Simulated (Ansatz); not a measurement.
```
atom    x (Å)    y (Å)    z (Å)
   F  -0.0886  -0.0365  -0.6703
   F   0.0500   0.0552   0.6746
```

Basis set: aug-cc-pVDZ (spherical functions). Frozen core: 2 orbitals. Charge 0, multiplicity 1.

Computed with Ansatz (development build ahead of 0.2.0); each method stands on the lowest determinant of its kind that the runs found. Restricted open shells among the atoms or ions are ROHF, correlated in semicanonical orbitals with singles.

The atomization energy at this shape (free ground-state atoms in the same class of orbitals less the molecule, no zero-point energy) of singlet F2:

```json
{"method": "RHF", "atomization energy": "-1.39 eV"}
```

(1) What does RHF-MP2 give?

Answers

(1) 1.41 eV. Caution for RHF: the molecule lies well above its atoms at this level.
